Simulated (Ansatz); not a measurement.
C5H4N, doublet, geometry from GFN2-xTB; PBE0/6-31G** (Ansatz, a program for electronic structure).

Ansatz was given this input:
Ansatz 0.2 input:
```yaml
crystal:
  periodic: [false, false, false]
  atoms:
    - {symbol: C, position_ang: [0.06233930, 1.39680588, -0.06223702]}
    - {symbol: C, position_ang: [-1.15957605, 0.78699333, -0.04497465]}
    - {symbol: C, position_ang: [-1.16312025, -0.61116302, 0.01781070]}
    - {symbol: N, position_ang: [-0.05878716, -1.31721482, 0.05869071]}
    - {symbol: C, position_ang: [1.10409840, -0.71131042, 0.04111432]}
    - {symbol: C, position_ang: [1.22512175, 0.68165664, -0.02046351]}
    - {symbol: H, position_ang: [-2.09164101, 1.32869080, -0.07704195]}
    - {symbol: H, position_ang: [-2.09361020, -1.16255248, 0.03486539]}
    - {symbol: H, position_ang: [1.98180677, -1.34257147, 0.07675460]}
    - {symbol: H, position_ang: [2.20177569, 1.13904234, -0.03291203]}
basis:
  gaussian:
    orbitals: 6-31G__.json
hamiltonian:
  xc: pbe0
magnetization: {spin_polarized: true, initial_magnetization: 1}
```
The basis file holds 6-31G** in the JSON format of the Basis Set Exchange.

What the program printed (banner, timings and long lists left out):

```
Functional definition: PBE0
1263 factors; their error is unknown
mean field evaluation 1: about -6725.5314 eV, gradient 2.9e1 eV
mean field evaluation 2: about -6725.2543 eV, gradient 3.1e1 eV
mean field evaluation 4: about -6729.6794 eV, gradient 2.3e0 eV
mean field evaluation 8: about -6729.7135 eV, gradient 1.3e-1 eV
mean field evaluation 16: about -6729.6613 eV, gradient 4.6e-4 eV
mean field -6729.66132698 eV, -247.3104922383 hartree, gradient 2.4e-5 eV, S^2 0.759215; 0 other end points of the search recorded, 0 dependent functions left out
reference -6729.66134405 eV, -247.3104928655 hartree; 21, 20 occupied and 89, 90 virtual orbitals, 1263 factors
Total energy: -6729.66134405 eV, -247.3104928655 hartree
```
